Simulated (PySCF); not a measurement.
How methods differ on the ionisation energy of W

W [Xe] 4f14 5d4 6s2 (5D) → W+ [Xe] 4f14 5d4 6s1 (6D), as a difference of total energies. All numbers are calculated (PySCF 2.14, scalar relativity through the core potential, in aug-cc-pVTZ-PP with one added diffuse shell each of s, p, d, f, g type with ECP60MDF (7s7p6d4f3g, 113 functions)). Correlated levels: valence: 5s2 5p6 frozen. The calculations carry no spin-orbit coupling.

Task: Order these methods by the ionisation energy they give, lowest first.
A. PBE
B. LDA
C. r2SCAN
D. BP86

Result: C (7.074 eV), A (7.484 eV), D (7.723 eV), B (7.908 eV).

Errors of the correlated levels include the incompleteness of this basis and the frozen core.

MP2 underrates the near-degeneracy of ns² with np² in the lower species.

For comparison: 7.825 eV (measured; NIST levels, between the centres of gravity of the two terms).
